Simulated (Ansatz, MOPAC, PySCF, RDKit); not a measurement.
Torsion H4–S1–Se2–S3 in H2S2Se (SMILES S[Se]S); at each angle all else is relaxed with GFN2-xTB, and the levels are single points there.
Geometry at 90° (charge 0, multiplicity 1):
```
atom    x (Å)    y (Å)    z (Å)
----  -------  -------  -------
S      1.9381  -0.2529  -0.4015
Se     0.0546  -1.2882  -0.7947
S     -0.1121  -1.2892  -2.9731
H      1.4513   0.9884  -0.3204
H      0.5603  -2.4197  -3.2066
```

On the grid 0° to 330°, 0° is the highest and 90° the lowest point at MP2/CBS(def2-TZVPP, def2-QZVPP) + ΔCCSD(T)/def2-TZVPP.

Rows in LANL2DZ carry no dispersion term and start afresh at each structure. LANL2DZ brings its own core potentials from Na on. The state that PM6 reach isn't checked.

The values were computed with Ansatz (a quantum-chemistry and plane-wave program) with Gaussian orbitals; MOPAC for PM6 (differences of heats of formation); PySCF for LANL2DZ rows; RDKit for the force fields. Values without a source in brackets are computed.

Task: One of these levels gives 4.10 kcal/mol for the energy at 0° less that at 90°. Which one is it?
A. PM6
B. UFF
C. PBE/def2-TZVPP
D. B3LYP/LANL2DZ

Result: A, PM6. The others give 5.70 (UFF), 8.01 (PBE/def2-TZVPP), 6.50 (B3LYP/LANL2DZ)
